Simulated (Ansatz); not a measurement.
Species: AlCl, net charge 0, singlet state. 
Geometry from a B3LYP-D3(BJ)/def2-TZVP (Ansatz, an electronic-structure program) optimisation:
```
Al
Cl 1 2.1602
```
Charge 0, spin multiplicity 1.

Basis-set convergence of Hartree-Fock and CCSD(T) correlation energies (hartree) with Ansatz. Cores are frozen in the correlated levels unless marked. Spin-orbit coupling is left out. Non-relativistic.

```csv
basis,functions,E(HF),"E(corr, CCSD(T))",rough core time
aug-cc-pV(D+d)Z,64,-701.49232,-0.22783,under 20 s
aug-cc-pV(T+d)Z,110,-701.51246,-0.28478,under 20 s
aug-cc-pV(Q+d)Z,178,-701.51711,-0.30500,23 s
```

Extrapolating the two largest sets (X = 3 and 4) as X^-3: E(corr) = (64·(-0.30500) - 27·(-0.28478))/37 = -0.3198 Eh, an estimate of the basis-set limit. The largest set recovers 95.4 % of it, the smallest 71.3 %.
